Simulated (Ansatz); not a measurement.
This singlet lies 2.07 eV below the relaxed triplet at the level composite: frozen-core CCSD(T) with HF/cc-pV5Z and the correlation energy extrapolated as X^-3 from cc-pVQZ and cc-pV5Z, plus CCSDT(Q) minus CCSD(T) in cc-pVTZ // B3LYP-D3(BJ)/def2-TZVP (Ansatz, a quantum-chemistry and plane-wave program).

Method: B3LYP-D3(BJ)/def2-TZVP run with Ansatz. No frequencies were computed at this level.

Ansatz 0.2 input:
```yaml
crystal:
  periodic: [false, false, false]
  atoms:
    - { symbol: Ga, position_ang: [0.820575, 0.0, 0.0] }
    - { symbol: H, position_ang: [-0.820575, 0.0, 0.0] }
basis:
  gaussian: { orbitals: def2-tzvp }
hamiltonian:
  xc: b3lyp
  dispersion: d3bj
relax:
  max_steps: 150
```

Output:

```
Functional definition: B3LYP
447 factors; their error is unknown
mean field evaluation 1: about -52393.9106 eV, gradient 2.0e1 eV
mean field evaluation 2: about -52394.0651 eV, gradient 2.4e1 eV
mean field evaluation 4: about -52394.6267 eV, gradient 4.2e-1 eV
mean field evaluation 8: about -52394.7770 eV, gradient 2.1e-3 eV
mean field -52394.77700659 eV, -1925.4725405369 hartree, gradient 5.0e-5 eV, S^2 0.000000; 0 other end points of the search recorded, 0 dependent functions left out
reference -52394.77718023 eV, -1925.4725469179 hartree; 16, 16 occupied and 38, 38 virtual orbitals, 447 factors
relax step   1: F+E_penalty+E_count = -52394.80001359 eV  Δ(F+E_penalty+E_count) = +0.000e0 eV  max|allowed force component| = 4.739e-1 eV/Å  Δτ_max = 0.0000 Å  (22 SCF iters, accepted)
these checks for a lower state are left out or cut short: starts, cluster_reference, orbital_swaps, neighbouring_geometries, increment
447 factors; their error is unknown
mean field evaluation 16: about -52394.7875 eV, gradient 9.2e-6 eV
mean field -52394.78747445 eV, -1925.4729252236 hartree, gradient 2.5e-5 eV, S^2 0.000000; 0 other end points of the search recorded, 0 dependent functions left out
reference -52394.78764877 eV, -1925.4729316297 hartree; 16, 16 occupied and 38, 38 virtual orbitals, 447 factors
relax step   2: F+E_penalty+E_count = -52394.81059230 eV  Δ(F+E_penalty+E_count) = -1.058e-2 eV  max|allowed force component| = 8.604e-2 eV/Å  Δτ_max = 0.0192 Å  (24 SCF iters, accepted)
these checks for a lower state are left out or cut short: starts, cluster_reference, orbital_swaps, neighbouring_geometries, increment
447 factors; their error is unknown
mean field -52394.78784056 eV, -1925.4729386777 hartree, gradient 2.2e-5 eV, S^2 0.000000; 0 other end points of the search recorded, 0 dependent functions left out
reference -52394.78801503 eV, -1925.4729450897 hartree; 16, 16 occupied and 38, 38 virtual orbitals, 447 factors
relax step   3: F+E_penalty+E_count = -52394.81099535 eV  Δ(F+E_penalty+E_count) = -4.031e-4 eV  max|allowed force component| = 4.592e-4 eV/Å  Δτ_max = 0.0047 Å  (24 SCF iters, accepted)
447 factors; their error is unknown
mean field evaluation 32: about -52394.7878 eV, gradient 7.4e-2 eV
mean field -52394.78784056 eV, -1925.4729386777 hartree, gradient 2.2e-5 eV, S^2 0.000000; 1 other end points of the search recorded, 0 dependent functions left out
reference -52394.78801503 eV, -1925.4729450897 hartree; 16, 16 occupied and 38, 38 virtual orbitals, 447 factors
Total energy: -52394.81116983 eV, -1925.4737960128 hartree
Atom 0 at     0.844507    -0.000000     0.000000 Å, force     0.000459    -0.000000     0.000000 eV/Å
Atom 1 at    -0.844507     0.000000    -0.000000 Å, force    -0.000459     0.000000    -0.000000 eV/Å
Dipole moment:     0.115087    -0.000000     0.000000 e Å
```

Cost: roughly 1.4 core-seconds.
